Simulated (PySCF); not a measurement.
Species: C₄H₉FO₂S.
Bonds: C1–C2, C2–C3, C2–F4, C2–S5, S5–C6, S5–O7 (double), S5–O8 (double). Hydrogens: H9, H10, H11 on C1; H12, H13, H14 on C3; H15, H16, H17 on C6.

The geometry is computed with GFN2-xTB (gas phase).

(1) List the bond lengths, angles and torsions at this level.

Answers

(1) 
| bond | length (Å) | order |
| --- | --- | --- |
| C1–C2, C2–C3 | 1.508 | single |
| C2–F4 | 1.382 | single |
| C2–S5 | 1.867 | single |
| S5–C6 | 1.816 | single |
| S5=O7, S5=O8 | 1.437 | double |
| C1–H9 and 5 like bonds | 1.088 | single |
| C6–H15, C6–H16, C6–H17 | 1.082 | single |

Bonds in one row agree within 0.01 Å and their mean is given. Orders are formal, as drawn. A selection of angles:
| angle | degrees |
| --- | --- |
| C2–C1–H9 | 110.2 |
| C2–C1–H10 | 111.1 |
| C2–C1–H11 | 108.3 |
| H9–C1–H10 | 108.6 |
| C1–C2–C3 | 115.6 |
| C1–C2–F4 | 110.3 |
| C1–C2–S5 | 108.9 |
| C3–C2–S5 | 107.3 |
| F4–C2–S5 | 103.6 |
| C2–S5–C6 | 105.1 |
| C2–S5–O7 | 107.4 |
| C2–S5–O8 | 108.8 |
| C6–S5–O7 | 109.0 |
| C6–S5–O8 | 108.4 |
| O7–S5–O8 | 117.5 |
| S5–C6–H15 | 106.9 |
| S5–C6–H16 | 108.6 |
| H15–C6–H16 | 110.7 |

Dihedral angles: C1–C2–S5–C6 73° (synclinal). The mirror-image conformer, all signs reversed, is as good.

S5 (sulfonyl sulfur) is distorted tetrahedral (angles from 105.1° to 117.5°). The 2 C–S bonds span 1.816 Å (S5–C6, drawn single) to 1.867 Å (C2–S5, drawn single), a spread of 0.051 Å. Of the pairs four or more bonds apart, O7···H11 is among the closest relative to their van der Waals radii: 2.43 Å, 89 % of the sum of Bondi's values.

Point group: C1 (no symmetry element, even within 0.4 Å). No frequency check. One conformer, not necessarily the lowest.
